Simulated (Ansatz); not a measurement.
Total energies of CH$_{4}$OSn (`O=[CH][SnH3]`).

```xyz
7

O    -1.784   -0.271   -1.286
C    -1.303   -0.203   -0.192
Sn    0.858    0.134    0.125
H    -1.954   -0.311    0.709
H     1.501   -1.173    1.018
H     1.609    0.255   -1.397
H     1.073    1.569    1.025
```

Total charge 0; spin multiplicity 1. Correlated methods include outer-core shells of Sn, which these sets cover unevenly. Sn: def2 effective core potential. The geometry is a stationary point of PBE0-D4/def2-TZVP. Basis def2-TZVPP, the Gaussian-basis code of Ansatz.

RPA on PBE orbitals: Hartree–Fock energy of these orbitals -328.35093 Eh, correlation -1.11933 Eh (frozen core).

```csv
functional,energy without D4 (Eh),D4 term (kJ/mol)
LDA (SPW92),-328.76031,–
PBE,-329.88678,-10.8
revPBE,-330.03928,-31.0
BLYP,-329.94288,-23.7
r2SCAN,-330.04120,-2.5
B97M-V,-330.00628,–
PBE0,-329.89678,-9.1
B3LYP,-330.10378,-17.7
r2SCANh,-330.02151,-2.7
r2SCAN0,-329.99311,-3.0
HSE06 (plane-wave form),-329.88917,-8.5
BHLYP,-329.88650,-14.4
CAM-B3LYP,-329.96047,-9.3
LC-ωPBE,-329.98701,–
ωB97X-V,-329.96737,–
ωB97M-V,-329.92679,–
B2PLYP,-329.72753,–
PBE-QIDH,-329.68073,–
```

B3LYP takes the VWN-RPA correlation (the form of Gaussian; ORCA's B3LYP/G). HSE06 is the plane-wave form, built on full-range PBE exchange. The double hybrids freeze the cores in their second-order part.

LC-ωPBE has ω = 0.4 bohr⁻¹.
